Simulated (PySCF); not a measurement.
Compound: C4H5FN2.
Atom-mapped SMILES: `[CH3:1][c:2]1[cH:3][n:4][nH:5][c:6]1[F:7]` (hydrogens: H8, H9, H10 on C1; H11 on C3; H12 on N5)

Geometry (GFN2-xTB, Å), atoms numbered from 1 in this order:
```
atom  x, y, z in Å
C1    -1.752    0.004    0.090
C2    -0.269   -0.090    0.012
C3     0.550   -1.237    0.055
N4     1.828   -0.936   -0.029
N5     1.887    0.392   -0.126
C6     0.648    0.927   -0.105
F7     0.487    2.247   -0.200
H8    -2.210   -0.851   -0.403
H9    -2.080    0.012    1.130
H10   -2.097    0.919   -0.385
H11    0.240   -2.259    0.138
H12    2.769    0.872   -0.203
```

Three sets of settings were typed for PySCF runs (density fitting) on one GFN2-xTB geometry. Runs with no stated cap are allowed at least 80 cycles.

Question: One run ended without self-consistency. Which?
A. PBE0/def2-SVPD
B. BP86/def2-SVPD, fitting basis sto-3g, at most 5 cycles
C. PBE0/pcSseg-1

Answer: B. The cap of 5 cycles ended the SCF with an orbital gradient of 2.4e-02, before the energy threshold of 1e-09 Eh and the gradient threshold (its square root) were both met. Raise the cap, and go back to the usual fitting basis. Its energy and orbitals aren't self-consistent and shouldn't be used.

The end of its output:
```
final grid: 105280 points
cycle   1  E = -370.0943464859  dE =  7.963e-01  |g| = 5.178e-01  |ddm| = 1.139e+01
cycle   2  E = -369.9521178171  dE =  1.422e-01  |g| = 9.368e-01  |ddm| = 3.776e+00
cycle   3  E = -370.1597573977  dE = -2.076e-01  |g| = 1.211e-01  |ddm| = 2.654e+00
cycle   4  E = -370.1618019270  dE = -2.045e-03  |g| = 9.156e-02  |ddm| = 8.089e-01
cycle   5  E = -370.1636475123  dE = -1.846e-03  |g| = 2.438e-02  |ddm| = 2.831e-01
SCF not converged, last energy = -370.1636475123
```

The others met their thresholds:

```json
{"settings": "PBE0/pcSseg-1", "basis functions": "144", "SCF cycles": "14", "E (Eh)": "-364.3125", "HOMO (eV)": "-6.93", "LUMO (eV)": "0.65", "dipole (D)": "1.03"}
{"settings": "PBE0/def2-SVPD", "basis functions": "183", "SCF cycles": "14", "E (Eh)": "-364.1068", "HOMO (eV)": "-6.98", "LUMO (eV)": "0.45", "dipole (D)": "1.01"}
```

Cycle counts include a coarse-grid stage where the run had one.
